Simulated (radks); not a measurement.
Initial-state core-level shifts of neutral iridium when its valence configuration changes from [Xe] 4f14 5d7 6s2. Method: scalar-relativistic Kohn-Sham, PBE, spin-polarised, spherical densities, finite nucleus; open shells are filled with parallel spins first (spin-orbit coupling, left out, can overturn this in heavy ions); Fermi nuclear charge, rms radius 5.4032 fm; computed with a radial shooting solver on a logarithmic mesh with Libxc functionals. Shifts are changes of the shell-averaged eigenvalues in eV (positive: less bound); the change of the density at the nucleus, which sets a Mossbauer isomer shift, is in e/bohr^3, on a base of 1.948e+06.

| valence | 3d | 4s | 4d | 5p | density at nucleus |
|---|---|---|---|---|---|
| 4f12 5d9 6s2 | -28.415 | -24.762 | -22.717 | -5.781 | +249.8 |
| 4f13 5d8 6s2 | -13.895 | -12.224 | -11.234 | -2.932 | +122.7 |
| 4f13.5 5d7 6s2 6p0.5 | -9.299 | -8.489 | -8.003 | -3.730 | +84.0 |
| 4f14 5d9 | +4.826 | +4.794 | +4.809 | +4.355 | -235.0 |
| 4f14 5d7 6p2 | -3.222 | -3.240 | -3.234 | -3.262 | -224.5 |
| 4f14 5d7 6s1 6p1 | -1.603 | -1.611 | -1.609 | -1.617 | -99.0 |
| 4f14 5d7 6s1.5 6p0.5 | -0.873 | -0.877 | -0.876 | -0.882 | -47.0 |
| 4f14 5d6 6s2 6p1 | -4.656 | -4.632 | -4.637 | -4.274 | +44.7 |
| 4f14 5d8 6s1 | +2.671 | +2.651 | +2.659 | +2.399 | -123.7 |
